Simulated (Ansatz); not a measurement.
Mulliken charges of GaH$_{5}$O$_{3}$Si, SMILES `[OH][Ga]([OH])[O][SiH3]` from B3LYP/def2-TZVPP in Ansatz (PBE0-D4/def2-TZVP geometry).

```json
{"atom": "O1", "x (Å)": "-1.609", "y (Å)": "-1.669", "z (Å)": "0.473", "charge (e)": "-0.397"}
{"atom": "Ga2", "x (Å)": "0.025", "y (Å)": "-1.349", "z (Å)": "-0.120", "charge (e)": "0.683"}
{"atom": "O3", "x (Å)": "1.054", "y (Å)": "-2.692", "z (Å)": "-0.621", "charge (e)": "-0.390"}
{"atom": "O4", "x (Å)": "0.671", "y (Å)": "0.305", "z (Å)": "-0.226", "charge (e)": "-0.421"}
{"atom": "Si5", "x (Å)": "0.136", "y (Å)": "1.812", "z (Å)": "0.097", "charge (e)": "0.412"}
{"atom": "H6", "x (Å)": "-2.082", "y (Å)": "-0.871", "z (Å)": "0.719", "charge (e)": "0.182"}
{"atom": "H7", "x (Å)": "1.917", "y (Å)": "-2.400", "z (Å)": "-0.924", "charge (e)": "0.187"}
{"atom": "H8", "x (Å)": "0.148", "y (Å)": "2.636", "z (Å)": "-1.140", "charge (e)": "-0.078"}
{"atom": "H9", "x (Å)": "-1.263", "y (Å)": "1.775", "z (Å)": "0.622", "charge (e)": "-0.101"}
{"atom": "H10", "x (Å)": "1.001", "y (Å)": "2.454", "z (Å)": "1.120", "charge (e)": "-0.078"}
```

Task: By hand: the dipole of these point charges (1 e Å = 4.8032 D).

Result: Σ q r = (0.036, 0.226, 0.004) e Å, of length 0.229 e Å = 1.10 D.

Task: How does the dipole of the full density compare? (Estimate.)

Result: Ansatz gave: (0.096, 0.321, -0.011) e Å, 1.61 D; the point charges give 0.68 times that, at 8° from its direction.

Point charges leave out the atoms' own dipoles, such as those of lone pairs, and Mulliken's split depends on the basis, so the two needn't agree.

B3LYP here is the variant with VWN-RPA as its local correlation; programs differ in this.
